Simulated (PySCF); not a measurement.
Simulated Si 2p region for methyldifluoroisocyanate silane (`C[Si](F)(F)N=C=O`), binding energy against the vacuum level.

Every computed line was given a Gaussian of 1.0 eV full width at half maximum and an area set by the number of equivalent atoms (split 2:1 within a doublet); the highest printed point is 100. Theory: delta-SCF UKS SCAN, pcX-2 on the ionised atom, pcseg-1 elsewhere, spin-free X2C in PySCF 2.14.0.

(binding energy (eV), intensity): (108.1, 0), (108.2, 0), (108.3, 1), (108.4, 2), (108.5, 4), (108.6, 6), (108.7, 10), (108.8, 16), (108.9, 24), (109.0, 35), (109.1, 47), (109.2, 60), (109.3, 72), (109.4, 84), (109.5, 93), (109.6, 98), (109.7, 100), (109.8, 98), (109.9, 94), (110.0, 87), (110.1, 78), (110.2, 69), (110.3, 59), (110.4, 49), (110.5, 40), (110.6, 31), (110.7, 23), (110.8, 16), (110.9, 11), (111.0, 7), (111.1, 4), (111.2, 3), (111.3, 1), (111.4, 1), (111.5, 0), (111.6, 0)

**Question.** Count the maxima, the lines and the sites behind this envelope.

**Answer.** The curve has 1 maximum (at 109.7 eV). Under it lie 2 lines from 1 inequivalent silicon site, drawn as a 2p3/2, 2p1/2 pair. At this width some lines have no maximum of their own.

**Question.** Decompose the envelope and assign each component. Numbering: `[CH3:1][Si:2]([F:3])([F:4])[N:5]=[C:6]=[O:7]`.

**Answer.** 
| position (eV) | relative area | line | atoms | environment |
| --- | --- | --- | --- | --- |
| 109.57 | 0.67 | Si 2p3/2 | Si2 | fluorine-bound silicon |
| 110.20 | 0.33 | Si 2p1/2 | Si2 | fluorine-bound silicon |

No satellites, vibrations or lifetime broadening are included. The 2p values aren't plain energy differences: one relaxed spin-free 2p hole is combined with a matrix within the shell (ground-state 2p orbital-energy differences and spin–orbit coupling). 2p3/2, the mean of its two sublevels, lies a third of the splitting below the shell's mean and 2p1/2 two thirds above it; the statistical areas are 2:1. 2p1/2 minus 2p3/2 (ligand field included): Si 0.63 eV. Isolated species at its PBE0-D3(BJ)/def2-SVP geometry, gas phase.

On one thread, x86-64 server, shared host, this took 84 s wall, 58 s CPU.
